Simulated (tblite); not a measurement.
Compound: C6H4ClF5.
Atom-mapped SMILES: `[CH2:1]=[C:2]([Cl:3])[C:4](=[CH2:5])[C:6]([F:7])([F:8])[C:9]([F:10])([F:11])[F:12]` (hydrogens: H13, H14 on C1; H15, H16 on C5)

The geometry is computed with GFN2-xTB (gas phase).

(1) Give the optimised bond lengths and angles.

## Answers

(1) 
```tsv
bond	length (pm)	order
C1=C2	132.8	double
C2–Cl3	173.6	single
C2–C4	146.9	single
C4=C5	133.1	double
C4–C6	151.7	single
C6–F7, C6–F8	135.4	single
C6–C9	155.8	single
C9–F10, C9–F11, C9–F12	133.3	single
C1–H13	107.5	single
C1–H14	107.4	single
C5–H15	107.5	single
C5–H16	107.5	single
```

Bonds in one row agree within 1 pm and their mean is given. Orders are formal, as drawn. A selection of angles:
```tsv
angle	degrees
C2–C1–H13	120.6
C2–C1–H14	122.7
H13–C1–H14	116.7
C1–C2–Cl3	118.8
C1–C2–C4	127.5
Cl3–C2–C4	113.8
C2–C4–C5	123.6
C2–C4–C6	117.7
C5–C4–C6	118.7
C4–C5–H15	121.9
C4–C5–H16	120.7
H15–C5–H16	117.3
C4–C6–F7	113.8
C4–C6–F8	111.5
C4–C6–C9	111.3
F7–C6–F8	105.1
F7–C6–C9	108.1
C6–C9–F10	111.9
C6–C9–F11	110.1
F10–C9–F11	107.5
```

Dihedral angles: C1–C2–C4–C5 -155° (antiperiplanar); C2–C4–C6–F7 -54° (synclinal); C4–C6–C9–F10 -69° (synclinal). The mirror-image conformer, all signs reversed, is as good.

The C–F distances run from 1.329 Å (C9–F12, drawn single) to 1.355 Å (C6–F7, drawn single), a spread of 0.026 Å. Of the pairs four or more bonds apart, F7···H14 is among the closest relative to their van der Waals radii: 2.25 Å, 84 % of the sum of Bondi's values. The 5 C–C bonds span 1.328 Å (C1=C2, drawn double) to 1.558 Å (C6–C9, drawn single), a spread of 0.230 Å.

Point group: C1 (no symmetry element, even within 0.4 Å). Its GFN2-xTB frequencies are all real (lowest 18 cm⁻¹). One conformer, not necessarily the lowest. 3 starts were optimised and ended at 0.00, 0.02 and 0.03 kcal/mol (GFN2-xTB); the lowest of these is shown.
